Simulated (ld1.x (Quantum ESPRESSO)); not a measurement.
# Cs: variants of one TM potential

Base potential:

* Element: Cs
* Generator: ld1.x (Quantum ESPRESSO) 7.5
* Type: norm-conserving Troullier–Martins (Kleinman–Bylander form)
* Functional: PBE
* Relativity: scalar-relativistic
* Frozen core: [Xe]
* Valence charge: 1
* Reference configuration: 5d0.5 6s0.5 6p0
* Partial waves: 6s (bound): rc 4.20 bohr; 6p (bound, empty): rc 2.05 bohr; 5d (bound): rc 4.20 bohr
* Local potential: all-electron potential smoothed inside 2.25 bohr (lloc = -1)
* Core correction: a·sin(br)/r model core, default radius (core density twice the valence density)

All-electron outer shells of the reference configuration (PBE, scalar-relativistic, ld1.x):

| shell | level (eV) | outermost node (bohr) | outermost maximum (bohr) |
| --- | --- | --- | --- |
| 5s | -26.77 | 0.82 | 1.54 |
| 5p | -13.57 | 0.89 | 1.79 |
| 6s | -2.14 | 2.11 | 4.74 |
| 6p | -0.83 | 2.61 | 6.89 |
| 5d | -0.47 | 1.06 | 3.51 |

Cutoffs, loose and tight: the cutoffs (Ry, on a coarse ladder) from which the occupation-weighted sum of valence levels, in a spherical-Bessel basis at the reference potential, stays within 10 and 1 mRy of its value at 400 Ry. They do not see the model core or the augmentation charge, which bear on the density cutoff. Test errors are all-electron minus pseudo excitation energies from the reference, over the configurations 5d0 6s1 6p0; 5d0 6s0.5 6p0; 5d0 6s0 6p1; 5d1 6s0 6p0. A dash means not determined; rows that change the core or the reference have their own tests. The largest error is taken over the tests solved by every variant that gives reliable tests at all: 5d0 6s0.5 6p0; 5d0 6s1 6p0; 5d1 6s0 6p0.

A true bound ghost makes a file unfit for plane-wave use even where its test errors are small: the radial tests pick states by their node count and pass the ghost by. Where a test does run into it, the solver fails or the error is huge.

For the base: The 6p radius (2.05 bohr) lies inside the outermost node of the all-electron wave (2.61 bohr), which a nodeless pseudo-wave cannot match soundly.

| change | outcome | cutoff, loose | cutoff, tight | bound ghosts | largest test error (meV) |
| --- | --- | --- | --- | --- | --- |
| base | generated | 6 Ry | 8 Ry | s, p | +2.3 |
| local potential all-electron potential smoothed inside 1.88 bohr (lloc = -1) | generated | 6 Ry | 8 Ry | s, p | +2.3 |
| local potential all-electron potential smoothed inside 2.38 bohr (lloc = -1) | generated | 6 Ry | 8 Ry | s, p | +2.3 |
| local potential all-electron potential smoothed inside 2.62 bohr (lloc = -1) | generated | 6 Ry | 8 Ry | s, p | +2.3 |
| local potential all-electron potential smoothed inside 3.92 bohr (lloc = -1) | generated | 6 Ry | 8 Ry | p | +2.3 |
| local potential all-electron potential smoothed inside 4.20 bohr (lloc = -1) | generated | 6 Ry | 8 Ry | p | +2.3 |
| local potential all-electron potential smoothed inside 4.82 bohr (lloc = -1) | generated | 6 Ry | 8 Ry | p | +2.3 |

(1) What comes out with this change to the base: local potential all-electron potential smoothed inside 3.40 bohr (lloc = -1)?

## Answers

(1) outcome: generated; cutoff, loose: 6 Ry; cutoff, tight: 8 Ry; bound ghosts: p, s; largest test error (meV): +2.3.

Reading the sweep of the rcloc (base included, trends over the rows without a ghost): Bound ghosts are found at 1.88, 2.25, 2.38, 2.62, 3.4, 3.92, 4.2, 4.82 bohr. Every judged row has one, so this setting neither creates nor removes them.
